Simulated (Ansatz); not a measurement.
An input meant for `COCCOS(=O)(=O)CC(F)(F)C(F)F` with charge +1 (charge 1, doublet).

```yaml
crystal:
  periodic: [false, false, false]
  atoms:
    - {symbol: C, position_ang: [1.302629, 0.188233, -0.909823]}
    - {symbol: O, position_ang: [1.170681, 0.486044, -0.002172]}
    - {symbol: C, position_ang: [1.745569, 0.038753, 0.638337]}
    - {symbol: C, position_ang: [1.045981, -0.740279, 0.964727]}
    - {symbol: O, position_ang: [0.281892, -0.684783, 1.290210]}
    - {symbol: S, position_ang: [-0.510993, -0.766450, 0.518938]}
    - {symbol: O, position_ang: [-1.192643, -1.123170, 0.906047]}
    - {symbol: O, position_ang: [-0.247074, -1.232297, -0.333861]}
    - {symbol: C, position_ang: [-0.766883, 0.476642, 0.251223]}
    - {symbol: C, position_ang: [-1.124398, 0.615888, -0.504804]}
    - {symbol: F, position_ang: [-0.833825, 0.378903, -1.172831]}
    - {symbol: F, position_ang: [-1.383041, 1.677293, -0.531086]}
    - {symbol: C, position_ang: [-1.987223, 0.287849, -0.664350]}
    - {symbol: F, position_ang: [-2.791376, 0.481012, 0.112068]}
    - {symbol: F, position_ang: [-1.971745, -0.520711, -0.652566]}
    - {symbol: H, position_ang: [0.968299, -0.475580, -1.025277]}
    - {symbol: H, position_ang: [2.280685, 0.069346, -0.890052]}
    - {symbol: H, position_ang: [1.079037, 0.711381, -1.418258]}
    - {symbol: H, position_ang: [2.138561, -0.142469, 0.606655]}
    - {symbol: H, position_ang: [1.479312, 0.504047, 1.366637]}
    - {symbol: H, position_ang: [1.351230, -1.060097, 1.324930]}
    - {symbol: H, position_ang: [1.025276, -1.342136, 0.302841]}
    - {symbol: H, position_ang: [-1.128029, 0.648189, 0.786160]}
    - {symbol: H, position_ang: [-0.051575, 0.772757, 0.221279]}
    - {symbol: H, position_ang: [-2.293722, 0.655496, -1.096839]}
basis:
  gaussian: {orbitals: def2-SVP, fitting: {mean_field: def2-universal-jkfit}, final_grid: {core_spheres: 8, valence_spheres: 7, degree: 23}}
total_charge: 1
magnetization: {spin_polarized: true, initial_magnetization: 1}
hamiltonian: {xc: {name: r2SCAN50}, dispersion: d3bjatm}
scf: {omitted_lower_state_checks: [starts]}
```

```sh
$ ansatz run in.yaml --threads 4 --pin off --events-out ev --progress --plain --max-ram 6963MiB
```

It prints (some lines left out):

```
Functional definition: r2SCAN50
1374 factors; integrals over basis functions are off by at most 1.1e-1 eV
mean field evaluation 1: about -35806.0856 eV, gradient 1.2e2 eV
mean field evaluation 2: about -35798.8230 eV, gradient 1.3e2 eV
mean field evaluation 4: about -35849.2850 eV, gradient 6.5e0 eV
mean field evaluation 8: about -35849.5261 eV, gradient 6.1e-1 eV
mean field evaluation 16: about -35849.5546 eV, gradient 5.8e-3 eV
mean field -35849.55456255 eV, -1317.4468304729 hartree, gradient 3.6e-5 eV, S^2 0.754405; 0 other end points of the search recorded, 0 dependent functions left out
reference -35849.55456924 eV, -1317.4468307188 hartree; 65, 64 occupied and 199, 200 virtual orbitals, 1374 factors
Total energy: -35849.95171932 eV, -1317.4614257149 hartree
Checks for a lower state left out: starts
```

Q: What is wrong with this run?

A: The geometry is squeezed to about two thirds of its size. The calculation finished and met its thresholds. The result belongs to that input, not to the species as meant.
